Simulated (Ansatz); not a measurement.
Geometry optimisation, RKS PBE0-D4/def2-SVP in Ansatz.

Input:

```yaml
crystal:
  periodic: [false, false, false]
  atoms:
    - { symbol: Al, position_ang: [-1.010952, -0.823821, -0.303523] }
    - { symbol: O, position_ang: [-0.341308, -1.697096, -1.729224] }
    - { symbol: "N", position_ang: [0.350213, 0.201209, 0.045023] }
    - { symbol: C, position_ang: [0.858745, 1.223496, 0.908513] }
    - { symbol: H, position_ang: [0.961175, -0.10759, -0.714422] }
    - { symbol: Cl, position_ang: [-2.92116, -1.016778, 0.518671] }
    - { symbol: H, position_ang: [-0.878301, -2.326527, -2.218666] }
    - { symbol: H, position_ang: [1.108738, 2.155947, 0.371079] }
    - { symbol: H, position_ang: [1.766053, 0.906936, 1.454974] }
    - { symbol: H, position_ang: [0.106797, 1.484224, 1.667576] }
basis:
  gaussian: { orbitals: def2-SVP }
hamiltonian:
  xc: pbe0
  dispersion: d4
relax:
  f_tol: 0.03
  max_steps: 50
```

Command:

```bash
$ ansatz run input.yaml --threads 2 --pin off --max-ram 3072MiB --backend cpu --events-out ev --progress --plain --runs-dir out
```

Where does it end, and by what steps?

The forces met the threshold. After 7 steps the energy has fallen by 0.415 eV; H5 moved furthest, 0.56 Å.

```tsv
step	energy less start (eV)	largest force component (eV/Å)	accepted
0	0.0000	1.772	yes
1	-0.1946	1.244	yes
2	-0.3249	0.762	yes
3	-0.3737	0.336	yes
4	-0.3982	0.343	yes
5	-0.4061	0.196	yes
6	-0.4144	0.046	yes
7	-0.4146	0.027	yes
```

```xyz
10
Properties=species:S:1:pos:R:3
Al -0.739 -0.827 -0.520
O -0.623 -1.892 -1.832
N 0.630 0.205 -0.122
C 0.748 1.187 0.933
H 1.469 0.137 -0.690
Cl -2.482 -0.705 0.652
H -1.309 -2.491 -2.130
H 0.917 2.209 0.547
H 1.570 0.960 1.635
H -0.180 1.218 1.525
```

The run took 19 s on 2 threads of Intel(R) Xeon(R) Platinum 8488C (Sapphire Rapids), on a shared host, peak memory 0.24 GiB.
